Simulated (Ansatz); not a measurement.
Reaction (formal exchange of groups at the Si–H bond): `O=C=N[SiH](F)Cl` + `CC1=C(Cl)C1` → `O=C=N[Si](F)(Cl)Cl` + `CC1=CC1`

Calculated with Ansatz (gas phase, PBE0-D4/def2-TZVP geometries, no zero-point term in ΔE). CBS: MP2 limit from def2 TZ/QZ plus the TZ coupled-cluster correction, frozen cores. One conformer a species, not always the lowest.

`O=C=N[SiH](F)Cl`:

```xyz
7

O     0.907    1.262    2.553
C     0.723    0.798    1.508
N     0.583    0.323    0.416
Si   -0.239   -0.427   -0.851
F    -0.383    0.617   -2.030
Cl   -2.100   -0.982   -0.263
H     0.509   -1.591   -1.333
```

`CC1=C(Cl)C1`:

Z-matrix (Å, degrees):
```
C
C 1 1.465
H 1 1.091 2 111.2
H 1 1.094 2 110.6 3 -120.8
H 1 1.094 2 110.5 3 120.8
C 2 1.286 1 153.7 3 0.1
C 2 1.522 1 143.4 3 -179.8
Cl 6 1.683 2 149.1 1 0.0
H 7 1.092 2 119.4 1 -73.9
H 7 1.092 2 119.3 1 73.9
```

`O=C=N[Si](F)(Cl)Cl`:

Cartesian coordinates in Å:
```
O 2.255 -0.889 -1.771
C 1.280 -0.550 -1.246
N 0.244 -0.202 -0.752
Si -0.725 0.279 0.531
F -2.168 0.544 -0.038
Cl -0.846 -1.171 1.925
Cl -0.040 1.989 1.350
```

`CC1=CC1`:

Cartesian coordinates in Å:
```
C -1.183 -0.717 -0.511
C -0.109 0.123 0.028
C 0.328 1.219 0.546
C 1.361 0.157 0.323
H -2.145 -0.202 -0.491
H -0.960 -1.007 -1.542
H -1.268 -1.643 0.066
H 0.149 2.218 0.907
H 2.074 0.257 -0.498
H 1.754 -0.405 1.172
```

| level | ΔE (kJ/mol) |
| --- | --- |
| SCS-MP2/def2-TZVPP | -148.2 |
| CCSD(T)/def2-TZVPP | -149.8 |

What does CCSD(T)/CBS give? (Estimate.)

The calculation gave: -153.8 kJ/mol. The listed levels differ from it by 5.6, 4.0 kJ/mol.

Largest T1 diagnostic among the species: 0.014.

From PBE to PBE0 (25 % exact exchange), in def2-TZVPP and without D4, ΔE moves by −9.0 kJ/mol. The D4 term adds −4.6 kJ/mol with B3LYP and −2.3 kJ/mol with PBE0; it sums over pairs of atoms, weighted by their polarisabilities, and B3LYP, whose exchange is more repulsive, gets the larger term.

B3LYP here is the variant with VWN-RPA as its local correlation; programs differ in this.
